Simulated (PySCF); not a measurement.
F6Si2, SMILES F[Si](F)(F)[Si](F)(F)F. Heavy atoms are numbered as in [F:1][Si:2]([F:3])([F:4])[Si:5]([F:6])([F:7])[F:8].

Coordinates come from a PBE-D3(BJ)/def2-SVP optimisation. Other conformers were not sampled.

Calculation: HF/pcSseg-1 in PySCF.

GIAO shieldings, no solvent; atoms alike by connectivity are averaged. δ = σ(ref) − σ: ¹⁹F against CFCl3 (σ = 238.5 ppm); ²⁹Si against TMS (σ = 393.8 ppm), references at their B3LYP-D3(BJ)/def2-TZVP geometries, non-relativistic.

Question: Estimate the chemical shifts. (The exact figures need the calculation; the answer reports its results.)

Answer: 
```csv
nucleus,atoms,count,δ (ppm)
¹⁹F,F1,6,-104.9
²⁹Si,Si2,2,-70.0
```
